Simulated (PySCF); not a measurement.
Assignment exercise: C5H12AlNO

Numbering as in the mapped SMILES `[CH3:1][C:2]#[N+:3][AlH2-:4][O:5][CH:6]([CH3:7])[CH3:8]`. Hydrogens are named by the atom that carries them.

PySCF 2.14 calculation with GIAO HF/pcSseg-1 shieldings and structure optimised with PBE0-D3(BJ)/def2-SVP; relativity neglected, rapidly exchanging positions averaged, a single conformation, gas phase.

Chemical shifts δ = σref − σ; TMS for ¹³C (σ = 190.85 ppm), ¹H (σ = 31.69 ppm), all at this level.

Q: Assign these signals to the numbered atoms. ¹³C{¹H} NMR (computed): δ 130.2, 57.9, 28.2, 1.2.

A: 
| δ (ppm) | atoms | environment | reason |
| --- | --- | --- | --- |
| 130.2 | C2 | nitrilium-type carbon | – |
| 57.9 | C6 | sp3 CH bonded to O | the inductive effect lowers its shielding |
| 28.2 | C7/C8 | methyl carbon | a saturated carbon with 1 carbon neighbour and no heteroatom attached |
| 1.2 | C1 | methyl carbon α to a nitrile | aliphatic region, no heteroatom directly attached |

Q: Assign these signals to the numbered atoms. ¹H NMR (400 MHz, computed): δ 3.53 (sept, 1H), 3.45 (br, 2H), 2.37 (s, 3H), 1.10 (d, 6H).

A: 
3.53 → H(C6), hydrogen on an sp3 CH bonded to O: its carbon carries O, an electronegative neighbour
3.45 → H(Al4), hydrogen on an aluminium bonded to N, O
2.37 → H(C1), hydrogen on a methyl carbon α to a nitrile
1.10 → H(C7)/H(C8), hydrogen on a methyl carbon

H(C6) and H(Al4) lie closer than the usual error of such a calculation, so a measured spectrum could show them in the other order.

Hydrides on Al or Ga are broadened by the quadrupolar metal nucleus. Shifts are as computed. Against solution values, carbons near 30 ppm lie about -0 ppm off and those near 130 ppm about +7 ppm. Of 1309 compounds with measured shifts, 239 miss one by over three times the rms of a fit or turn the order of signals round; such compounds aren't used in these exercises. No couplings were computed; multiplicities are counted from neighbouring protons, with m where these are inequivalent, close in shift, in a saturated or five-membered ring or joined by F or P, and br s for small geminal =CH2 splittings.
